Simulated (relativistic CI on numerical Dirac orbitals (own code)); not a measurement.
Calculated at this level of theory: Dirac-Coulomb-Breit CI, KLI orbitals optimised for each configuration, model QED (radiative potential, 1s self-energy scaled to tabulated hydrogen-like ionisation energies), unscaled Slater integrals (own radial code, finite nucleus).

The strongest absorption lines from the ground level of an ion, among the configurations computed and to levels below about 1350 eV (vacuum wavelength in nm, gf): 3.0030 (0.95), 3.2540 (1.2), 4.0700 (0.15), 4.3591 (1.3), 4.3648 (0.23), 4.4202 (0.48), 4.4486 (0.25), 4.4712 (0.11).

(1) Which ion is it?
A. Dy XLVII
B. Sm XLV
C. Sm XLIII
D. Sm XLI

Results:

(1) C. Sm XLIII has 20 electrons and the ground level 3s2 3p6 3d2 3F_2; the strongest line goes to 3s2 3p5 3d3 3G°_3. The pattern of lines fixes the number of electrons, and along that sequence the line energies rise steadily with the charge (about as its square where n changes within one kind of shell, about linearly where n is kept but much faster in heavy ions where fine structure, which grows about as Z⁴, sets the gap, and irregularly where shells cross), which fixes Z. Configurations outside the model, such as inner-shell arrays, can give stronger lines. At this charge energies of transitions that change n are usually good to better than 1 %, and those within a shell (Δn = 0) to a few per cent.

LS names give the leading component of a level, which can be under half, so a name can repeat, a term be missing and a line seem to break the LS rules.
